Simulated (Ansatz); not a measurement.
CH4Cd (SMILES [CH3][CdH]) moved off its minimum; all values from Ansatz (an electronic-structure program), cores frozen in correlated methods. Elements past Kr take the def2 small-core potentials, without spin–orbit coupling.
(charge 0, multiplicity 1)
```xyz
6

Cd    -0.2328    -0.1329    -0.1175
H     -1.7164    -0.8951    -0.2277
C      1.6064     0.7622     0.3519
H      2.0771     0.6113     1.1229
H      1.4095     1.9864     0.1643
H      2.1406     0.7181    -0.6241
```

Forces at r2SCAN/def2-TZVPP (eV/Å):

```tsv
atom	Fx	Fy	Fz
Cd1	-0.190	-0.250	0.778
H2	0.046	0.082	-0.288
C3	-5.627	5.472	-10.623
H4	5.113	-1.675	7.973
H5	0.185	-2.830	1.267
H6	0.472	-0.800	0.893
```

Task: Give the forces (eV/Å), the total energy and the dipole at CCSD(T)/def2-TZVPPD.

Result: 
| atom | Fx | Fy | Fz |
|---|---|---|---|
| Cd1 | -0.216 | -0.251 | 0.714 |
| H2 | -0.030 | 0.038 | -0.269 |
| C3 | -5.610 | 5.495 | -10.592 |
| H4 | 5.167 | -1.691 | 8.023 |
| H5 | 0.181 | -2.790 | 1.258 |
| H6 | 0.508 | -0.801 | 0.866 |
Energy -207.6560 hartree, dipole 0.65 D.
